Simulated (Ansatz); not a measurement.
Geometry optimisation, Ansatz 0.2.0, RKS PBE/def2-SVP.

Input:

```yaml
crystal:
  periodic: [false, false, false]
  atoms:
    - { symbol: Ta, position_ang: [-0.460375, 0.530674, 0.275055] }
    - { symbol: O, position_ang: [2.59308, -0.435064, 0.397662] }
    - { symbol: H, position_ang: [2.567465, -1.00556, 1.191949] }
    - { symbol: Cl, position_ang: [-0.407209, -0.190043, 2.509829] }
    - { symbol: F, position_ang: [0.152956, 1.32245, -1.332776] }
    - { symbol: Cl, position_ang: [-2.600487, 1.331979, 0.234091] }
    - { symbol: Cl, position_ang: [-0.385832, -1.627786, -0.562671] }
    - { symbol: P, position_ang: [0.965536, 2.396683, 1.209562] }
    - { symbol: H, position_ang: [1.766896, 1.94912, 2.309451] }
    - { symbol: H, position_ang: [2.024939, 2.62062, 0.266451] }
    - { symbol: H, position_ang: [2.69723, 0.475227, 0.781997] }
basis:
  gaussian: { orbitals: def2-SVP }
hamiltonian:
  xc: pbe
relax:
  f_tol: 0.03
  max_steps: 50
output:
  orbitals: {}
```

Command:

```bash
$ ansatz run input.yaml --threads 4 --pin off --max-ram 5120MiB --backend cpu --events-out ev --progress --plain --runs-dir out
```

Problem. Where does it end, and by what steps?

Solution. The run converged. After 12 steps the energy has fallen by 0.501 eV; H3 moved furthest, 0.93 Å. Joined: Ta1–O2 (3.20 → 2.33 Å).

```
step  energy less start (eV)  largest force component (eV/Å)  accepted
   0                  0.0000                           0.638       yes
   1                 -0.1069                           1.157       yes
   2                 -0.2258                           1.328       yes
   3                 -0.3738                           1.074       yes
   4                 -0.4254                           0.783       yes
   5                 -0.4555                           0.623       yes
   6                 -0.4646                           0.444       yes
   7                 -0.4750                           0.194       yes
   8                 -0.4769                           0.909       yes
   9                 -0.4736                           0.420        no
  10                 -0.5001                           0.030       yes
  11                 -0.4997                           0.076        no
  12                 -0.5010                           0.018       yes
```

```xyz
11
Properties=species:S:1:pos:R:3
Ta -0.176 0.473 0.352
O 2.052 -0.205 0.416
H 2.139 -1.183 0.391
Cl -0.306 -0.089 2.640
F 0.308 1.234 -1.314
Cl -2.377 1.122 0.181
Cl -0.155 -1.769 -0.425
P 0.980 2.591 1.223
H 1.771 2.236 2.367
H 2.070 2.812 0.314
H 2.611 0.149 1.135
```

Time of the run: 110 s on 4 threads of AMD EPYC 7571 (shared host), peak memory 0.27 GiB.
